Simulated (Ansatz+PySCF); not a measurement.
The numbers below are computed, except where a source is named.
## PySCF 2.14.0 run

```python
from pyscf import gto, scf, cc

mol = gto.M(atom="""
Be 0.000000 0.000000 -1.293860
O 0.000000 0.000000 0.646930
""", basis='sto-3g', charge=0, spin=0)
mf = scf.RHF(mol)
mf.kernel()
mycc = cc.CCSD(mf, frozen=1).run()
et = mycc.ccsd_t()
print(mf.e_tot, mycc.e_corr, et, mycc.e_tot + et)
```

The script is written out from the run's settings.

Results

* Converged: yes
* Reference energy: -88.04223 hartree
* CCSD correlation energy: -0.14963 hartree
* Triples correction: -0.01355 hartree
* Total energy: -88.20542 hartree

Caution: large share of triples, a single reference is doubtful; another spin multiplicity may lie lower; an unrestricted determinant lies well below.
